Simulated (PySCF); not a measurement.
Geometry (Å), atoms numbered from 1 in this order:
```xyz
23

C     2.9052    1.7344   -0.5572
C     1.8706    0.6951   -0.3433
N     0.6668    0.9249    0.0034
N    -0.0556   -0.2049    0.0942
Si   -1.6801   -0.2113    0.7171
C    -2.3837    1.5185    0.4179
C    -2.6305   -1.5703   -0.2114
C     0.7691   -1.3779   -0.1980
C     2.1344   -0.7880   -0.5505
F     2.4811   -1.0574   -1.8676
H     3.7241    1.6055    0.1514
H     3.3156    1.6477   -1.5631
H     2.4661    2.7185   -0.4256
H    -1.6471   -0.5411    2.1573
H    -1.7121    2.2764    0.8055
H    -2.5218    1.7134   -0.6413
H    -3.3453    1.6360    0.9064
H    -2.2077   -2.5531   -0.0261
H    -2.6192   -1.4042   -1.2850
H    -3.6683   -1.5997    0.1038
H     0.3557   -1.9303   -1.0441
H     0.8125   -2.0326    0.6741
H     2.9654   -1.1727    0.0514
```

- σ from GIAO-PBE0/pcSseg-1
- GFN2-xTB geometry
- run in PySCF
- relativity neglected, one conformer, fast rotation and ring inversion assumed for equivalent nuclei, no solvent

Chemical shifts δ = σref − σ; 13C (σref 186.93) vs TMS, all at this level.

Do the 13C shifts follow the atomic charges (in e)? Tabulate both.

Answers


```json
{"atoms": "C2", "hybridisation": "sp2", "δ (ppm)": "143.9", "σ para (ppm)": "-218", "Hirshfeld": "+0.03", "IAO": "+0.06", "Mulliken": "-0.03", "ESP-fitted": "+0.38"}
{"atoms": "C9", "hybridisation": "sp3", "δ (ppm)": "100.7", "σ para (ppm)": "-166", "Hirshfeld": "+0.06", "IAO": "+0.14", "Mulliken": "+0.10", "ESP-fitted": "+0.24"}
{"atoms": "C8", "hybridisation": "sp3", "δ (ppm)": "56.4", "σ para (ppm)": "-116", "Hirshfeld": "-0.04", "IAO": "-0.20", "Mulliken": "+0.09", "ESP-fitted": "-0.21"}
{"atoms": "C1", "hybridisation": "sp3", "δ (ppm)": "15.0", "σ para (ppm)": "-75", "Hirshfeld": "-0.12", "IAO": "-0.44", "Mulliken": "-0.16", "ESP-fitted": "-0.52"}
{"atoms": "C7", "hybridisation": "sp3", "δ (ppm)": "-1.8", "σ para (ppm)": "-67", "Hirshfeld": "-0.22", "IAO": "-0.73", "Mulliken": "-0.65", "ESP-fitted": "-0.75"}
{"atoms": "C6", "hybridisation": "sp3", "δ (ppm)": "-3.0", "σ para (ppm)": "-65", "Hirshfeld": "-0.22", "IAO": "-0.72", "Mulliken": "-0.63", "ESP-fitted": "-0.68"}
```

Correlation coefficients of δ with charge over these carbons: Hirshfeld +0.92, IAO +0.94, Mulliken +0.75, ESP-fitted +0.99; with the paramagnetic shielding -1.00. Among the 5 sp3 carbons alone: Hirshfeld +0.98, IAO +0.99, Mulliken +0.87, ESP-fitted +1.00. With so few points, grouped by hybridisation, these coefficients are fragile. Charge is one influence among several: hybridisation and low-lying excitations act through the paramagnetic term.

Shifts are as computed. Against solution values, carbons near 30 ppm lie about +3 ppm off and those near 130 ppm about +5 ppm. Of 1211 compounds with measured shifts, 218 miss one by over three times the rms of a fit or turn the order of signals round; such compounds aren't used in these exercises.
